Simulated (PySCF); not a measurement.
H9Si4, SMILES [SiH2]([SiH2][SiH2])[SiH3], multiplicity 2. The structure is a stationary point at ωB97X-D3(BJ)/def2-SVP. The isomer is the one that the SMILES or the coordinates give; other isomers of the formula were not compared. One conformer was computed; it need not be the lowest.

Question: Give the equilibrium geometry at ωB97X-D3(BJ)/def2-SVP (PySCF confirms it by a frequency run) as bond lengths and angles, and its point group. (Estimate from the structure and the level; the computed values follow.)

Answer: This is not unique; one that fits is point group Cs.
Atoms: Si1 Si2 Si3 Si4 H5 H6 H7 H8 H9 H10 H11 H12 H13. Bond lengths (Å): Si1–Si2 2.318, Si1–H5 1.495, Si1–H6 1.495, Si2–Si3 2.337, Si2–H7 1.494, Si2–H8 1.494, Si3–Si4 2.335, Si3–H9 1.494, Si3–H10 1.494, Si4–H11 1.493, Si4–H12 1.493, Si4–H13 1.493. Angles (°): Si2–Si1–H5 112.5, Si2–Si1–H6 112.5, H5–Si1–H6 109.5, Si1–Si2–Si3 109.8, Si1–Si2–H7 109.7, Si1–Si2–H8 109.7, Si3–Si2–H7 109.4, Si3–Si2–H8 109.4, H7–Si2–H8 108.8, Si2–Si3–Si4 109.6, Si2–Si3–H9 109.0, Si2–Si3–H10 109.0, Si4–Si3–H9 110.3, Si4–Si3–H10 110.3, H9–Si3–H10 108.5, Si3–Si4–H11 111.8, Si3–Si4–H12 109.2, Si3–Si4–H13 109.2, H11–Si4–H12 109.0, H11–Si4–H13 109.0, H12–Si4–H13 108.6.
Charge 0, spin multiplicity 2.
